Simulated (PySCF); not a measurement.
SCF from a fresh guess for singlet Na₃O⁺, at the PBE0 minimum. PySCF input:

```python
from pyscf import gto, scf, dft
mol = gto.M(atom='''
O     -0.000000     0.000000    -0.000000
Na     2.046660    -0.000010     0.000000
Na    -1.023320     1.772460    -0.000000
Na    -1.023340    -1.772450     0.000000''',
    basis={'O': 'def2-SVP', 'Na': 'def2-SVP'},
    charge=1, spin=0)
mf = dft.RKS(mol, xc='PBE0')
mf.grids.atom_grid = (50, 194)
aux = {'O': 'def2-universal-JKFIT', 'Na': 'def2-universal-JKFIT'}
mf = mf.density_fit(auxbasis=aux)
mf.conv_tol = 1e-08
mf.diis_space = 10
mf.max_cycle = 60
mf.init_guess = 'minao'
mf.verbose = 4
mf.kernel()
```

Excerpt of the output (cycles and frontier levels):

```
init E= -561.325318721384
  HOMO = -0.461715255894764  LUMO = -0.126894999536743  gap/eV = 9.11092
cycle= 1 E= -561.01232193948  delta_E= 0.313  |g|= 1.22  |ddm|= 1.43
  HOMO = -0.13231433447835  LUMO = -0.0815316113069233  gap/eV = 1.38187
cycle= 2 E= -554.193154286913  delta_E= 6.82  |g|= 2.67  |ddm|= 3.42
  HOMO = -0.596408631944372  LUMO = -0.237151768871871  gap/eV = 9.77588
cycle= 3 E= -561.12441483486  delta_E= -6.93  |g|= 0.966  |ddm|= 3.38
  HOMO = -0.270846665400108  LUMO = -0.156821001361859  gap/eV = 3.10280
cycle= 4 E= -561.368396543223  delta_E= -0.244  |g|= 0.0926  |ddm|=  1.2
  HOMO = -0.293542935372599  LUMO = -0.16446055128615  gap/eV = 3.51251
cycle= 5 E= -561.368675705379  delta_E= -0.000279  |g|= 0.0763  |ddm|= 0.0475
  HOMO = -0.298552060699589  LUMO = -0.16544522200235  gap/eV = 3.62202
cycle= 6 E= -561.369559369952  delta_E= -0.000884  |g|= 0.0449  |ddm|= 0.031
  HOMO = -0.306055729702032  LUMO = -0.166978753264669  gap/eV = 3.78448
cycle= 7 E= -561.370017551854  delta_E= -0.000458  |g|= 0.00234  |ddm|= 0.0421
  HOMO = -0.305692945459842  LUMO = -0.166873557547703  gap/eV = 3.77747
cycle= 8 E= -561.370018825786  delta_E= -1.27e-06  |g|= 0.00012  |ddm|= 0.00229
  HOMO = -0.305663636660785  LUMO = -0.166864195347724  gap/eV = 3.77693
cycle= 9 E= -561.370018828985  delta_E= -3.2e-09  |g|= 2.2e-05  |ddm|= 0.000151
  HOMO = -0.305674316024596  LUMO = -0.166865301777715  gap/eV = 3.77719
Extra cycle  E= -561.370018828145  delta_E= 8.4e-10  |g|= 6.57e-05  |ddm|= 7.66e-05
converged SCF energy = -561.370018828145
```

No lower solution of this spin was found by a stability analysis within the restricted form, which does not test spin polarisation.

The search for the lowest solution, with the stability check, took 1 s on 2 threads of a shared Arm Neoverse V1 host, with 59 basis functions; the process peaked at 0.28 GiB. Launch command: `OMP_NUM_THREADS=2 python axn.py task.json out`.
